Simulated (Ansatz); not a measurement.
The cluster Ag₄O₃⁻. The state is a doublet with charge -1. Geometry PBE-D4/def2-SVPD.

```xyz
7

Ag   -1.442    1.298   -1.178
Ag   -2.106   -0.693    0.431
Ag    0.781   -0.057    0.097
Ag    0.774   -2.800    2.394
O     0.647    2.210   -1.793
O     1.584    1.521   -1.155
O    -0.237   -1.478    1.204
```

In the def2 sets Ag takes a core potential; there is no spin–orbit coupling. B3LYP takes the VWN-RPA correlation. The structure holds 1 bond(s) between oxygen atoms. At r2SCAN-D4/def2-TZVPD, PBE0-D4/def2-TZVPD the charge -1 doublet is spin-contaminated (final ⟨S²⟩ up to 0.97, 0.75 for a pure state). No other spin state of charge -1 was run. Another isomer (doublet) lies 0.91 eV lower at PBE0-D4/def2-TZVPD; other spin states weren't run for this one.

(1) Estimate the α-spin orbital energies around the gap (eV) in Ansatz with PBE-D4/def2-TZVPD, r2SCAN-D4/def2-TZVPD, B3LYP-D4/def2-TZVPD, PBE0-D4/def2-TZVPD.

Answers

(1) 
```
orbital  PBE-D4/def2-TZVPD  r2SCAN-D4/def2-TZVPD  B3LYP-D4/def2-TZVPD  PBE0-D4/def2-TZVPD
 HOMO−5              -2.16                 -2.29                -3.15               -3.42
 HOMO−4              -1.78                 -2.21                -3.06               -3.27
 HOMO−3              -1.66                 -1.80                -2.62               -2.81
 HOMO−2              -1.26                 -1.47                -2.39               -2.59
 HOMO−1              -1.09                 -1.28                -2.12               -2.27
   HOMO              -0.77                 -0.81                -1.10               -1.22
   LUMO               0.13                  0.42                 0.46                0.97
 LUMO+1               1.38                  1.58                 1.90                2.15
 LUMO+2               2.07                  2.32                 2.63                2.91
 LUMO+3               2.40                  2.60                 2.81                3.00
 LUMO+4               2.63                  2.94                 3.00                3.27
 LUMO+5               2.86                  3.26                 3.15                3.53
 β HOMO              -0.74                 -0.75                -1.07               -1.00
 β LUMO              -0.04                  0.13                 0.44                0.65
```
